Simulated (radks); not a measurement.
Values are calculated unless marked as measured or tabulated.
All-electron atom: Se in [Ar] 3d9.5 4s2 4p4.5 (fractional occupations, a model configuration).

Code: a radial shooting solver on a logarithmic mesh with Libxc functionals. Model: scalar-relativistic Kohn-Sham, PBEsol, spin-polarised, spherical densities, finite nucleus; open shells are filled with parallel spins first; Fermi nuclear charge, rms radius 4.14 fm.

Energy parts (hartree):
| part | energy |
|---|---|
| total | -2427.40217 |
| kinetic | 2476.77258 |
| electron-nucleus | -5847.74879 |
| Hartree | 1029.40850 |
| exchange-correlation | -85.83445 |

Orbitals (lengths in bohr, moments of r in powers of bohr):
orbital,occ.,eigenvalue (hartree),<r^4>
1s up,1,-459.4396,0.00001767
1s down,1,-459.4363,0.00001767
2s up,1,-59.30477,0.003555
2s down,1,-59.28496,0.003552
2p up,3,-52.20818,0.002585
2p down,3,-52.19165,0.002583
3s up,1,-8.06357,0.2261
3s down,1,-8.03224,0.2263
3p up,3,-5.84222,0.2766
3p down,3,-5.81065,0.2767
3d up,5,-2.17505,0.5064
3d down,4.5,-2.14144,0.5045
4s up,1,-0.69649,20.10
4s down,1,-0.65070,20.69
4p up,3,-0.28089,58.02
4p down,1.5,-0.23867,66.44

The highest occupied level is 4p down at -6.495 eV. Summed over all electrons, <r^2> = 40.96 bohr^2, which gives a Langevin (diamagnetic) susceptibility term of -32.4 x 10^-6 cm^3/mol.
